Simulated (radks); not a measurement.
The numbers below are computed, except where a source is named.
The zirconium ion Zr2+ inside a hard spherical wall (all orbitals vanish at R), configuration held at [Kr] 4d2 and not refilled when levels cross. Level of theory: scalar-relativistic Kohn-Sham, LDA (Slater exchange, Perdew-Wang correlation), spin-polarised, spherical densities, finite nucleus; open shells are filled with parallel spins first (spin-orbit coupling, left out, can overturn this in heavy ions); Fermi nuclear charge, rms radius 4.2694 fm (a radial shooting solver on a logarithmic mesh with Libxc functionals). Eigenvalues in eV for spin up, with the zero of energy where the potential of the charges vanishes at infinity; a dash marks a level that is unbound or too diffuse for the functional's potential to be trusted. A positive occupied level is held by the wall or, in an anion where self-interaction has pushed it up, behind a barrier. The pressure on the wall is -dE/dV.

R (bohr)  E (hartree)  kinetic (hartree)    e(3d)    e(4s)    e(4p)    e(4d)  e(5s, empty)  e(5p, empty)  pressure (GPa)
free      -3593.82399           3694.045  -189.62  -69.525  -47.536  -18.059       -16.665       -12.021               0
15        -3593.82399           3694.045  -189.62  -69.525  -47.536  -18.059       -16.665       -12.021        < 0.0001
12        -3593.82399           3694.045  -189.62  -69.525  -47.536  -18.059       -16.665       -12.021        < 0.0001
10        -3593.82399           3694.045  -189.62  -69.525  -47.536  -18.059       -16.665       -12.015        < 0.0001
8         -3593.82393           3694.046  -189.61  -69.520  -47.531  -18.054       -16.648       -11.932         0.00457
7         -3593.82357           3694.050  -189.58  -69.497  -47.510  -18.032       -16.575       -11.706          0.0374
5         -3593.80942           3694.152  -189.04  -69.045  -47.084  -17.509       -14.941        -8.677            2.33
3.5       -3593.61447           3695.248  -185.62  -66.469  -44.566  -13.621        -3.025         7.653            78.0
